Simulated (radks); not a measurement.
The mean radii <r> (bohr) of the occupied orbitals of an atom or ion are listed with their occupations. All-electron calculation, scalar-relativistic Kohn-Sham, BLYP, spin-polarised, spherical densities, finite nucleus; Fermi nuclear charge, rms radius of each element as measured or else 0.836 A^(1/3) + 0.57 fm. Program: a radial shooting solver on a logarithmic mesh with Libxc functionals.

orbital  occ.      <r>
1s down     1  0.03428
1s up       1  0.03428
2s up       1   0.1496
2s down     1   0.1496
2p up       3   0.1304
2p down     3   0.1303
3s up       1   0.4154
3s down     1   0.4154
3p up       3   0.4164
3p down     3   0.4163
3d up       5   0.3988
3d down     5   0.3987
4s up       1    1.044
4s down     1    1.041
4p up       3    1.142
4p down     3    1.140
4d up       3    1.438

Name the element and its charge. Open shells, if any, are filled with parallel spins first.

Answer. Z = 43, technetium, charge +4: Tc4+ in [Kr] 4d3. The 1s radius gives Z: for a bare nucleus <r> = (2 gamma + 1)/(2Z) with gamma = sqrt(1 - (Z/c)^2), 0.03371 bohr for Z = 43, and screening makes it slightly larger (0.03428 here). The occupations add up to 39, and the charge is Z minus that.
